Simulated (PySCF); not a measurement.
# Two-dimensional NMR puzzle

Compound of formula C5H4O3. Correlations simulated from computed shifts and the bond graph:

HSQC (one-bond C–H):
```
  δH     δC
8.79  171.3
4.16   60.6
```

HMBC (two and three bonds, from the bond graph; two-bond peaks within aromatic rings are usually weak or absent):
```
  δH                   δC
8.79  213.9, 199.8, 194.9
4.16                213.9
```

Carbons without hydrogens: δ 213.9, 199.8, 194.9.

[PySCF 2.14.0 with density-fitted response routines: shieldings: GIAO PBE0/pcSseg-1; GFN2-xTB structure; gas phase; non-relativistic Hamiltonian; single conformer; equivalent nuclei averaged]

δ = σ(ref) − σ, references computed at the same level: $^{1}$H (σ = 31.72 ppm), $^{13}$C (σ = 186.93 ppm) vs TMS.

Exchangeable hydrogens are left out of these lists.

Q: Which molecule is this?

A: SMILES COc1cc(=O)c1=O.

Atoms are numbered as in `[CH3:1][O:2][c:3]1[cH:4][c:5](=[O:6])[c:7]1=[O:8]` (H(Xn): hydrogen on atom n).

δC 213.9 is C3, a unsaturated ring carbon. δC 199.8 is C7, a ring carbonyl carbon. δC 194.9 is C5, a ring carbonyl carbon. δC 171.3 is C4, a unsaturated ring CH (δH 8.79). δC 60.6 is C1, a methyl carbon bonded to O (δH 4.16). HMBC from δH 8.79 reaches the proton-free carbons C3, C7, C5. HMBC from δH 4.16 reaches the proton-free carbon C3.

The shifts were computed for this structure.

Shifts are as computed. Against solution values, carbons near 30 ppm lie about +3 ppm off and those near 130 ppm about +5 ppm (rms about the fit 2.1 ppm; single classes can miss by 10 ppm). Of 1328 compounds with measured shifts, 309 miss one by over three times the rms of a fit or turn the order of signals round; such compounds aren't used in these exercises. Signals without a measured value on file couldn't be tested in this way; 1H shifts scatter by 0.2 ppm about their fit, and single ones miss by 0.5 ppm.
